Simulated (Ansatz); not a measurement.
C$_{2}$H$_{6}$GaN, SMILES `C=C[NH][GaH2]`, relaxed with RKS PBE0-D4/def2-TZVP in Ansatz from a GFN2-xTB geometry. The force threshold is 0.005 eV/Å; the program also tests the step.

Charge 0, multiplicity 1.

Start:

```xyz
10

C     1.055    0.627   -1.559
C     0.502    0.469   -0.364
N    -0.404   -0.528   -0.008
Ga   -1.106   -0.632    1.681
H     0.831   -0.037   -2.379
H     1.747    1.424   -1.753
H     0.737    1.146    0.457
H    -0.613   -1.146   -0.790
H    -2.107   -1.768    2.018
H    -0.642    0.444    2.698
```

```csv
step,energy (eV),largest force (eV/Å),largest move (Å)
1,-56029.5501,0.529,0.000
2,-56029.5785,0.325,0.056
3,-56029.5882,0.080,0.043
4,-56029.5908,0.075,0.100
5,-56029.5910,0.095,0.013
6,-56029.5914,0.009,0.010
7,-56029.5914,0.002,0.001
```

End:

```xyz
10

C     1.052    0.611   -1.585
C     0.518    0.492   -0.368
N    -0.382   -0.468    0.046
Ga   -1.123   -0.641    1.714
H     0.808   -0.075   -2.388
H     1.751    1.408   -1.798
H     0.792    1.203    0.409
H    -0.629   -1.123   -0.682
H    -2.114   -1.829    1.890
H    -0.673    0.422    2.761
```

Run time 22 s (4 threads of a server CPU on a shared host); peak host memory 0.43 GiB.
